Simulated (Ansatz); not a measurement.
A CCSD(T) single point on `[OH][Ti]([OH])([OH])[SH]`.

```yaml
crystal:
  periodic: [false, false, false]
  atoms:
    - {symbol: O, position_ang: [-0.203133, 1.308294, -1.266506]}
    - {symbol: Ti, position_ang: [0.243366, 0.048114, -0.072466]}
    - {symbol: O, position_ang: [2.010755, -0.217242, -0.019445]}
    - {symbol: O, position_ang: [-0.620655, -1.470172, -0.435471]}
    - {symbol: S, position_ang: [-0.357128, 0.735583, 2.051531]}
    - {symbol: H, position_ang: [-0.860828, 1.309663, -1.963298]}
    - {symbol: H, position_ang: [2.536010, -1.016881, 0.033194]}
    - {symbol: H, position_ang: [-1.181373, -2.067095, 0.060146]}
    - {symbol: H, position_ang: [-1.478614, 1.323434, 1.595215]}
basis:
  gaussian: {orbitals: def2-TZVPP}
correlation: {method: ccsd_t}
output: {orbitals: {seedname: orbitals}}
```

```sh
$ ansatz run in.yaml --threads 4 --pin off --events-out ev --progress --plain --max-ram 10444MiB
```

Output of Ansatz, abridged:

```
Functional definition: HF
1617 factors; integrals over basis functions are off by at most 7.3e-4 eV
mean field evaluation 1: about -40076.7612 eV, gradient 7.6e1 eV
mean field evaluation 2: about -40076.9570 eV, gradient 7.6e1 eV
mean field evaluation 4: about -40086.6753 eV, gradient 9.6e0 eV
mean field evaluation 8: about -40086.9214 eV, gradient 8.5e-1 eV
mean field evaluation 16: about -40086.9261 eV, gradient 1.5e-6 eV
mean field -40086.92607649 eV, -1473.1673614168 hartree, gradient 1.5e-6 eV, S^2 0.000000; 0 other end points of the search recorded, 0 dependent functions left out
13 core orbitals not correlated: weight in the atoms' cores, before any rotation towards them, 1.000 or more for the frozen orbitals, at most 0.000 for the correlated occupied ones
reference -40086.92607649 eV, -1473.1673614168 hartree; 20, 20 occupied and 222, 222 virtual orbitals, 1617 factors
second order -36.60750934 eV of doubles, -0.00000000 eV of singles
cycle   1  -35.28583597 eV  change     1.3e0 eV  update   2.6e-1
cycle   2  -36.56979931 eV  change    -1.3e0 eV  update   1.7e-1
cycle   3  -36.91047328 eV  change   -3.4e-1 eV  update   5.6e-2
cycle   4  -36.92029148 eV  change   -9.8e-3 eV  update   2.2e-2
cycle   5  -36.89646035 eV  change    2.4e-2 eV  update   8.1e-3
cycle   6  -36.89148192 eV  change    5.0e-3 eV  update   3.6e-3
cycle   7  -36.89398306 eV  change   -2.5e-3 eV  update   1.9e-3
cycle   8  -36.89353568 eV  change    4.5e-4 eV  update   8.3e-4
cycle   9  -36.89361694 eV  change   -8.1e-5 eV  update   3.6e-4
cycle  10  -36.89427670 eV  change   -6.6e-4 eV  update   1.9e-4
cycle  11  -36.89397728 eV  change    3.0e-4 eV  update   1.0e-4
cycle  12  -36.89382210 eV  change    1.6e-4 eV  update   5.3e-5
cycle  13  -36.89391015 eV  change   -8.8e-5 eV  update   2.5e-5
cycle  14  -36.89385724 eV  change    5.3e-5 eV  update   1.4e-5
cycle  15  -36.89385998 eV  change   -2.7e-6 eV  update   6.9e-6
perturbative correction -1.89100776 eV, -0.0694932532 hartree
Total energy: -40125.71094423 eV, -1474.5926790166 hartree
```

It took 6 min on 4 threads of an Arm Neoverse V1 on a shared host, with 6.2 GiB of host memory at the peak.

Correlation energy per correlated electron: -0.970 eV. T1 diagnostic: 0.0246.
